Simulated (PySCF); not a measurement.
## Telling isomers of C$_{5}$H$_{5}$F$_{3}$ apart by NMR

PySCF 2.14.0 with density-fitted response routines calculation with J couplings at B3LYP/pcJ-1 (spin–dipole term left out of most H,H and C,H couplings), PBE0-D3(BJ)/def2-SVP structure and NMR shieldings at PBE0/pcSseg-1/GIAO; single conformer, equivalent nuclei averaged, non-relativistic Hamiltonian, in vacuum.

Scale: ¹H (σref 31.27) and ¹³C (σref 184.41) vs TMS (reference shieldings calculated alike). Multiplet labels drop J under 1 Hz and among equivalent protons, and merge close values. Unscaled 3J(H,H) run several per cent high. One-bond C–F couplings are unscaled and too large by tens of Hz. Shifts are as computed. Against solution values, carbons near 30 ppm lie about +2 ppm off and those near 130 ppm about +5 ppm. Of 1313 compounds with measured shifts, 239 miss one by over three times the rms of a fit or turn the order of signals round; such compounds aren't used in these exercises.

(1) Tabulate the signals of `CC#CCC(F)(F)F`, `CCC#CC(F)(F)F` and their relative energies.

(2) What is the quickest way to tell CC#CCC(F)(F)F from CCC#CC(F)(F)F?

Answers

(1) 
| SMILES | carbon types | δC | δH | E rel. (kcal/mol) |
| --- | --- | --- | --- | --- |
| CC#CCC(F)(F)F | 3×C 1×CH2 1×CH3 | 129.6, 86.8, 73.9, 28.3, 4.6 | 2.73 (qq, 2H), 1.91 (t, 3H) | 0.0 |
| CCC#CC(F)(F)F | 3×C 1×CH2 1×CH3 | 119.4, 95.1, 73.9, 14.5, 14.2 | 2.27 (qq, 2H), 1.21 (t, 3H) | 8.3 |

Energies are electronic energies at PBE0/pcSseg-1 on these geometries, without zero-point or thermal terms, each for the one conformer computed, which needn't be the lowest.

(2) Both give the same number of carbon signals, with the same numbers of each carbon type, so the positions decide. The first has a propargylic sp3 CH2 at 28.3 ppm, the second a propargylic sp3 CH2 at 14.2 ppm. Their most deshielded carbons lie at 129.6 and 119.4 ppm. In the proton spectra the most deshielded non-exchanging signals are 2.73 (qq, J = 9.4, 3.8 Hz, 2H) and 2.27 (qq, J = 8.6, 4.7 Hz, 2H).
